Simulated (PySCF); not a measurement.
# Spinor energies of La(32+) (lanthanum, charge +32)

Start: [Ar] 3d7; 3d3/2 filled at m_j = -3/2, -1/2, +1/2, +3/2; 3d5/2 filled at m_j = +1/2, +3/2, +5/2. Calculated with PySCF 2.14 in an uncontracted even-tempered set (16 s from 5.5 bohr⁻², ratio 2.8; 12 p from 7.2 bohr⁻², ratio 2.8; 8 d from 7.2 bohr⁻², ratio 2.8; 3 f from 27 bohr⁻², ratio 3): generalised Hartree-Fock with the X2C-1e Hamiltonian and a Gaussian nucleus; one run each with spin-orbit coupling (SO) switched off, then screened by Boettger's factors.

```tsv
spinor shell	electrons	ε, spin-free (eV)	ε, screened SO (eV)	weight of nominal j (screened SO)	rms radius, screened SO (bohr)
1s1/2	2	-40480.2	-40474.1	1.000	0.0286
2s1/2	2	-7653.9	-7651.5	1.000	0.116
2p1/2	2	-6996.9	-7291.5	1.000	0.0996
2p3/2	4	-6996.9	-6864.5	1.000	0.105
3s1/2	2	-2577.1	-2576.4	1.000	0.293
3p1/2	2	-2360.2	-2430.8	0.995	0.283
3d3/2	4	-2085.4	-2095.4	0.933	0.261
3d5/2	3	-2085.4	-2076.0	0.932	0.264
```

**Question.** Where does 3p3/2 lie, and what is the 3p spin-orbit splitting (screened SO)?

**Answer.** At -2328.0 eV, 102.85 eV above 3p1/2.

| quantity | spin-free | screened SO |
| --- | --- | --- |
| E (hartree) | -7843.88067 | -7847.93067 |
| M_J | 9/2 | 9/2 |
| ⟨J²⟩ | 24.751 | 24.751 |
| ⟨L²⟩ | 12.000 | 14.516 |
| ⟨S²⟩ | 3.750 | 2.919 |

Each row is a mean over spinors that exchange with the open shell spreads, by up to 33.074 eV (3p3/2).

Breit and QED terms are absent; they matter most for the inner s and p1/2 levels.

Densities and radii are taken from the X2C orbitals without a picture-change correction, which distorts them close to the nucleus.

Without spin-orbit coupling the j labels of p, d and f shells carry no meaning; the spin-free column gives the mean over the occupied spinors of each nl shell.
